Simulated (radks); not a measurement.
Results of a calculation; reference values are marked as such.
Spherical quantum dot in the effective-mass picture: electrons in a parabolic well V = omega^2 r^2 / 2 with omega = 2.33, all in effective atomic units (hartree* = m*/eps^2 hartree, bohr* = eps/m* bohr), one dielectric constant everywhere. Level of theory: non-relativistic Kohn-Sham, LDA (Slater exchange, Perdew-Wang correlation), spin-polarised, spherical densities (a radial shooting solver with Libxc functionals). Levels are named by radial order and angular momentum (1s, 1p, 1d, 2s, ...), and open shells are averaged over m.

N = 38, configuration 1s2 1p6 1d10 2s2 1f14 2p(up 3, down 1). This is the lowest configuration that the search found. Occupied and some empty levels:

| level | occupation | eigenvalue (hartree*) | <r> (bohr*) |
|---|---|---|---|
| 1s up | 1 | 27.874 | 1.106 |
| 1s down | 1 | 27.917 | 1.115 |
| 1p up | 3 | 28.927 | 1.397 |
| 1p down | 3 | 28.953 | 1.402 |
| 1d up | 5 | 30.098 | 1.603 |
| 1d down | 5 | 30.116 | 1.604 |
| 2s up | 1 | 30.312 | 1.406 |
| 2s down | 1 | 30.353 | 1.400 |
| 1f up | 7 | 31.375 | 1.764 |
| 1f down | 7 | 31.392 | 1.764 |
| 2p up | 3 | 31.715 | 1.570 |
| 2p down | 1 | 31.759 | 1.572 |
| 1g up | 0 | 32.750 | 1.899 |
| 1g down | 0 | 32.769 | 1.898 |
| 2d up | 0 | 33.201 | 1.723 |
| 2d down | 0 | 33.235 | 1.727 |
| 3s up | 0 | 33.384 | 1.613 |
| 3s down | 0 | 33.416 | 1.613 |

Energy (hartree*): total 759.793, kinetic 95.600, external 285.68, Hartree 406.39, exchange-correlation -27.879.
